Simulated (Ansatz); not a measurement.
Frontier orbitals of CH₇FSiSn (`F[CH]([SiH3])[SnH3]`).

Z-matrix (Å, degrees):
```
C
Si 1 1.885
Sn 1 2.179 2 114.0
F 1 1.403 2 110.1 3 121.6
H 1 1.096 2 110.1 3 -120.1
H 2 1.489 1 106.9 3 59.9
H 2 1.485 1 109.9 3 -58.7
H 2 1.486 1 111.5 3 179.8
H 3 1.708 1 108.9 2 -68.8
H 3 1.705 1 109.2 2 51.3
H 3 1.704 1 108.1 2 171.4
```

Total charge 0; spin multiplicity 1. Correlated methods include outer-core shells of Sn, which these sets cover unevenly. Sn: def2 effective core potential. The geometry is a stationary point of PBE0-D4/def2-TZVP. Basis def2-TZVPP, the Gaussian-basis code of Ansatz.

Orbital energies of one run (eV). Highest occupied ones, from the top: -6.52, -7.48, -7.95, -8.03, -8.57, -8.69, -10.40, -10.53, -12.09, -12.90, -13.32, -16.98, -25.43, -25.43. Empty: -0.87, -0.55, -0.30, 0.13, 0.31, 0.52.

**Question.** Which functional gave them?
A. revPBE
B. HSE06 (plane-wave form)
C. ωB97M-V
D. BHLYP

**Answer.** A. HOMO energies: revPBE -6.52, ωB97M-V -9.99, HSE06 -7.45, BHLYP -9.01 eV.
